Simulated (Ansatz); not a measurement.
Species: PO, charge 0, multiplicity 2. SMILES: [O][P]
Geometry: optimised at B3LYP-D3(BJ)/def2-TZVP (Ansatz, a quantum-chemistry and plane-wave program).

Wanted: atomisation energy (electronic, to ground-state atoms), in kJ/mol. Correlated levels leave the core frozen unless marked. Open shells are spin-unrestricted. No spin-orbit coupling. Non-relativistic. The coupled-cluster limit lacks core correlation, which all-electron functionals hold. CBS(X,Y): correlation extrapolated as X^-3; Hartree-Fock from the larger set (for Q and 5 zeta extrapolated as (X+1)exp(-9√X)). [CCSD(T)-MP2]/basis is that difference in the basis named. The program attaches cautions to a run behind MP2/STO-3G: large difference.

```
level                                                                 program  atomisation energy (kJ/mol)  minus last row
-------------------------------------------------------------  --------------  ---------------------------  --------------
HF/aug-cc-pV(T+d)Z                                                     Ansatz                        256.2          -340.3
HF/cc-pV(Q+d)Z                                                         Ansatz                        257.9          -338.6
HF/cc-pV(5+d)Z                                                         Ansatz                        259.7          -336.8
revPBE/def2-TZVPD                                                      Ansatz                        606.9            10.4
PBE0-D4/def2-TZVPD                                             Ansatz + dftd4                        581.7           -14.8
r2SCAN0/def2-TZVPD                                                     Ansatz                        546.6           -49.9
MP2/STO-3G                                                             Ansatz                        206.4          -390.1
SCS-MP2/cc-pwCVTZ                                                      Ansatz                        588.5            -8.0
RI-MP2/CBS(def2-TZVPPD,def2-QZVPPD)+[CCSD(T)-MP2]/def2-TZVPPD          Ansatz                        590.7            -5.8
CCSD(T)/CBS(cc-pV(Q+d)Z,cc-pV(5+d)Z)                                   Ansatz                        596.5             0.0
```
